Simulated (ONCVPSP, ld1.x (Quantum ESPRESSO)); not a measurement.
# Hardness and transferability of assorted potentials

Generated with ld1.x 7.5 (TM, RRKJ, ultrasoft, PAW), atompaw 4.2 or ONCVPSP 4.0.1. The cutoff is in Ry: for ld1.x and atompaw files where the sum of valence levels is converged to 10 mRy in a Bessel basis, for ONCV files where the hardest occupied wave has 1 mHa per electron of residual kinetic energy. The error is the largest all-electron minus pseudo excitation energy over each file’s own four to seven test configurations (ionisations up to +4, promotions, holes and added fractions of an electron), all of which were solved. The labels leave out finer settings (local radius, basis sizes, second energies), which also bear on the numbers. Spin-polarised tests are not counted. The rows are a selection from randomly drawn settings: files with unsolved tests, undetermined cutoffs or missed reference levels are left out.

A true bound ghost makes a file unfit for plane-wave use even where its test errors are small: the radial tests pick states by their node count and pass the ghost by.

| element | potential | cutoff (Ry) | largest error (meV) | bound ghosts |
| --- | --- | --- | --- | --- |
| As | ONCV, LDA (Perdew-Zunger), scalar-relativistic, rc 0.95/1.20/0.60 (spd), local smoothed, core correction yes, reference 3s2 3p6 3d10 4s1.75 4p3.25, qcut 12.4/12.2/13.6, projectors 2/2/2 | 1016 | -9.2 | none |
| Pd | ONCV, PW91, scalar-relativistic, rc 1.35/1.65/1.40 (spd), local smoothed, core correction yes, reference 4s2 4p6 4d9, qcut 9.2/8/7.9, projectors 1/2/2 | 64 | +0.8 | none |
| Sn | ONCV, LDA (Perdew-Zunger), scalar-relativistic, rc 1.70/2.85/1.10 (spd), local smoothed, core correction yes, reference 4d10 5s2 5p2, qcut 4/2.5/7.4, projectors 2/3/2 | 244 | -141 | s, p |
| Sn | ONCV, PBE, scalar-relativistic, rc 1.30/1.60/0.95 (spd), local smoothed, core correction yes, reference 4s2 4p6 4d10 5s2 5p1, qcut 10.1/6.7/9.3, projectors 3/2/2 | 94 | -9.8 | none |
| Os | RRKJ, PBE, fully relativistic, rc 2.25/1.85/1.90 (spd), local smoothed, core correction yes, reference 5p6 5d6 6s1 6p0 | 35 | -54 | s |
| Pb | TM, PBE, scalar-relativistic, rc 1.80/2.10/1.65 (spd), local s, core correction yes, reference 5d10 6s2 6p2 | 55 | -132 | none |

(1) Fill in the row for Sr: ONCV, PBEsol, scalar-relativistic, rc 3.50/1.55/3.10 (spd), local smoothed, core correction yes, reference 4p6 5s2, qcut 1.7/6.4/2.9, projectors 2/2/3.

(2) Fill in the row for Cu: ONCV, PBE, scalar-relativistic, rc 1.15/0.70/1.30 (spd), local smoothed, core correction yes, reference 3s2 3p6 3d8, qcut 12.4/14.1/10, projectors 2/2/2.

## Answers

(1) cutoff 38 Ry, largest error -7.7 meV, bound ghosts: s.

(2) cutoff 175 Ry, largest error +101 meV, bound ghosts: none.
